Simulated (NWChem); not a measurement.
Species: chlorotrifluoromethane (CClF3); SMILES FC(F)(F)Cl

Results from NWChem. Pople sets run with spherical d functions. The geometry was optimised at PBE0/def2-SVP. Total energies compare along this basis series because the functional is fixed.

```
level              basis functions  energy (Ha)  highest occupied level (eV)  orbital gap (eV)  dipole (D)
-----------------  ---------------  -----------  ---------------------------  ----------------  ----------
B3LYP/STO-3G                    29    -787.9554                        -6.87             10.82        1.54
B3LYP/3-21G                     49    -793.7627                        -9.60              9.82        0.21
B3LYP/6-31G*                    74    -797.8092                        -9.47              9.58        0.01
B3LYP/6-31+G*                   94    -797.8361                        -9.83              9.25        0.35
B3LYP/def2-SVP                  74    -797.4395                        -9.48             10.11        0.29
B3LYP/def2-SVPD                116    -797.4707                        -9.87              9.30        0.34
B3LYP/def2-TZVP                161    -798.0122                        -9.74              9.47        0.34
B3LYP/6-311++G**               118    -797.9632                        -9.87              9.28        0.42
B3LYP/aug-cc-pVTZ              234    -798.0058                        -9.80              9.24        0.33
```
